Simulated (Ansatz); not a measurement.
H3NOSi, SMILES `N[Si]O` (lower singlet) (charge 0, multiplicity 1). This singlet lies 2.60 eV below the relaxed triplet at the level frozen-core CCSD(T)/cc-pVTZ // PBE0-D3(BJ)/def2-TZVP (Ansatz, an electronic-structure program).

Cartesian coordinates (Å):
```xyz
6

N      0.9222     0.1058     0.1619
Si    -0.1833    -1.1938     0.3484
O     -1.6525    -0.4393     0.2299
H      1.9156    -0.0660     0.1927
H      0.7191     1.0847     0.0159
H     -1.7211     0.5086     0.0894
```
Charge 0, spin multiplicity 1.

Frozen-core energies in 6-31g from Ansatz at a geometry from PBE0-D3(BJ)/def2-TZVP; the HF reference has <S^2> = 0.00 and the T1 diagnostic is 0.017.

```json
[
 {"level": "HF", "energy (Ha)": "-419.93074", "difference from CCSDTQ (mHa)": "304.18"},
 {"level": "MP2", "energy (Ha)": "-420.21037", "difference from CCSDTQ (mHa)": "24.55"},
 {"level": "CCSD", "energy (Ha)": "-420.22753", "difference from CCSDTQ (mHa)": "7.39"},
 {"level": "CCSD(T)", "energy (Ha)": "-420.23350", "difference from CCSDTQ (mHa)": "1.42"},
 {"level": "CCSDT", "energy (Ha)": "-420.23391", "difference from CCSDTQ (mHa)": "1.01"},
 {"level": "CCSDT(Q)", "energy (Ha)": "-420.23503", "difference from CCSDTQ (mHa)": "-0.11"},
 {"level": "CCSDTQ", "energy (Ha)": "-420.23492", "difference from CCSDTQ (mHa)": "0.00"}
]
```
